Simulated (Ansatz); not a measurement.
Reaction (substitution at a C–C bond): `N=CC(N)BF` + `C[SeH]` → `C[Se]C=N` + `NCBF`

Gas-phase electronic energies from Ansatz, PBE0-D4/def2-TZVP geometries. CCSD(T)/CBS adds triple-zeta CCSD(T) − MP2 to the extrapolated MP2 energy (def2 sets, frozen cores). DFT in def2-TZVPP. B3LYP here is the variant with VWN-RPA as its local correlation; programs differ in this. For Se outer-core shells are correlated without core-valence functions, which leaves a few kJ/mol of doubt a bond. Scalar relativity is left out up to krypton. One conformer a species, not always the lowest.

| level | ΔE (kcal/mol) | difference from CCSD(T)/CBS |
| --- | --- | --- |
| PBE0-D4 | -0.3 | -0.8 |
| B3LYP-D4 | -0.8 | -1.3 |
| ωB97X-V | 0.9 | 0.4 |
| PBE | -2.0 | -2.5 |
| PBE0 | -0.5 | -1.0 |
| HF/def2-TZVPP | 2.5 | 2.0 |
| CCSD/def2-TZVPP | 1.2 | 0.7 |
| HF/def2-QZVPP | 2.4 | 1.9 |
| HF/CBS(def2) | 2.3 | 1.8 |
| MP2/CBS(def2) | -0.5 | -1.0 |
| CCSD(T)/CBS | 0.5 | 0 |

Largest T1 diagnostic among the species: 0.013.

From PBE to PBE0 (25 % exact exchange), in def2-TZVPP and without D4, ΔE moves by +1.4 kcal/mol. In def2-TZVPP, CCSD(T) changes the Hartree–Fock value by −1.7 kcal/mol (the triples alone add −0.4 kcal/mol) and MP2 by −2.7 kcal/mol.
